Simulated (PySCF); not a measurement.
C4H7Br, SMILES C1CC1(C)Br. The structure is a stationary point at PBE-D3(BJ)/def2-SVP.

Level of theory: PBE-D3(BJ)/def2-SVP in PySCF.

Harmonic wavenumbers (cm⁻¹): 234, 261, 286, 290, 367, 474, 740, 798, 842, 907, 912, 991, 1025, 1033, 1078, 1126, 1165, 1297, 1354, 1373, 1398, 1415, 1436, 2969, 3060, 3061, 3064, 3070, 3157, 3166. Rotational constants (GHz): 5.588, 2.181, 1.818; symmetry number 1.

Task: Work out the zero-point energy and the ideal-gas rigid-rotor harmonic-oscillator thermochemistry at 298.15 K and 1 atm.

Result: ZPE = ½ Σ hcν = ½ × 42352 cm⁻¹ = 253.32 kJ/mol. H − E(el) = 271.13 kJ/mol. Entropy in J/(mol K): translation 169.92, rotation 113.28, vibration 40.84, total 324.05. G − E(el) = 174.52 kJ/mol. Cp = 97.25 J/(mol K).
